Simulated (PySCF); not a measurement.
## Two-component Hartree-Fock for Os(59+) (osmium, charge +59)

Start: [Ne] 3s2 3p5; 3p1/2 filled at m_j = -1/2, +1/2; 3p3/2 filled at m_j = -1/2, +1/2, +3/2. Calculated with PySCF 2.14 in an even-tempered Gaussian basis (18 s from 18 bohr⁻², ratio 2.4; 14 p from 24 bohr⁻², ratio 2.4; 4 d from 85 bohr⁻², ratio 2.6; 4 f from 130 bohr⁻², ratio 2.6): generalised Hartree-Fock with the X2C-1e Hamiltonian and a Gaussian nucleus; one run each with spin-orbit coupling (SO) switched off, then screened by Boettger's factors.

| spinor shell | electrons | ε, spin-free (eV) | ε, screened SO (eV) | weight of nominal j (screened SO) | rms radius, screened SO (bohr) |
| --- | --- | --- | --- | --- | --- |
| 1s1/2 | 2 | -78821.2 | -78793.8 | 1.000 | 0.0200 |
| 2s1/2 | 2 | -17461.7 | -17452.2 | 1.000 | 0.0800 |
| 2p1/2 | 2 | -15796.4 | -16915.1 | 1.000 | 0.0678 |
| 2p3/2 | 4 | -15796.4 | -15345.3 | 1.000 | 0.0751 |
| 3s1/2 | 2 | -6866.6 | -6863.3 | 1.000 | 0.193 |
| 3p1/2 | 2 | -6366.4 | -6652.1 | 1.000 | 0.183 |
| 3p3/2 | 3 | -6366.4 | -6248.5 | 1.000 | 0.195 |

| quantity | spin-free | screened SO |
| --- | --- | --- |
| E (hartree) | -13499.42780 | -13525.71764 |
| M_J | 3/2 | 3/2 |
| ⟨J²⟩ | 3.750 | 3.750 |
| ⟨L²⟩ | 2.000 | 2.052 |
| ⟨S²⟩ | 0.750 | 0.802 |

Each row is a mean over spinors that exchange with the open shell spreads, by up to 29.161 eV (3s1/2).

Breit and QED terms are absent; they matter most for the inner s and p1/2 levels.

Densities and radii are taken from the X2C orbitals without a picture-change correction, which distorts them close to the nucleus.

Without spin-orbit coupling the j labels of p, d and f shells carry no meaning; the spin-free column gives the mean over the occupied spinors of each nl shell.
